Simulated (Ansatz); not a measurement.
```yaml
crystal:
  periodic: [false, false, false]
  atoms:
    - {symbol: F, position_ang: [0.345130, -1.168027, 3.485277]}
    - {symbol: Hf, position_ang: [0.158905, -0.183689, 0.070408]}
    - {symbol: F, position_ang: [2.556305, -2.075841, -1.756382]}
    - {symbol: Br, position_ang: [-4.140386, -1.099260, -1.584651]}
    - {symbol: Br, position_ang: [1.174534, 4.387733, -0.292887]}
basis:
  gaussian: {orbitals: def2-TZVPP, nuclear_model: gaussian}
hamiltonian: {xc: {name: PBE0}, dispersion: d3bj}
output: {forces: true}
```

```sh
$ ansatz run in.yaml --threads 4 --pin off --events-out ev --progress --plain --max-ram 10444MiB
```

It prints (some lines left out):

```
Functional definition: PBE0
1542 factors; their error is unknown
mean field evaluation 1: about -146768.6752 eV, gradient 8.0e1 eV
mean field evaluation 2: about -145432.2568 eV, gradient 5.2e2 eV
mean field evaluation 4: about -145877.0220 eV, gradient 4.2e2 eV
mean field evaluation 8: about -146798.8437 eV, gradient 1.5e0 eV
mean field evaluation 16: about -146799.8543 eV, gradient 1.2e-5 eV
mean field -146799.85429127 eV, -5394.7951406889 hartree, gradient 1.6e-5 eV, S^2 0.000000; 10 other end points of the search recorded, 0 dependent functions left out
reference -146799.85432954 eV, -5394.7951420956 hartree; 50, 50 occupied and 164, 164 virtual orbitals, 1542 factors
Total energy: -146799.94316462 eV, -5394.7984067246 hartree
Atom 0 at     0.345130    -1.168027     3.485277 Å, force    -0.150761     0.604111    -1.945728 eV/Å
Atom 1 at     0.158905    -0.183689     0.070408 Å, force     1.000303    -1.113695     0.614859 eV/Å
Atom 2 at     2.556305    -2.075841    -1.756382 Å, force    -1.392259     1.113818     0.997280 eV/Å
Atom 3 at    -4.140386    -1.099260    -1.584651 Å, force     0.733117     0.174592     0.279022 eV/Å
Atom 4 at     1.174534     4.387733    -0.292887 Å, force    -0.190400    -0.778825     0.054567 eV/Å
Dipole moment:    -0.558759     0.622099    -0.343455 e Å
```

In this input the coordinates are in bohr but typed as ångström. Self-consistency was reached. The result belongs to that input, not to the molecule as meant.
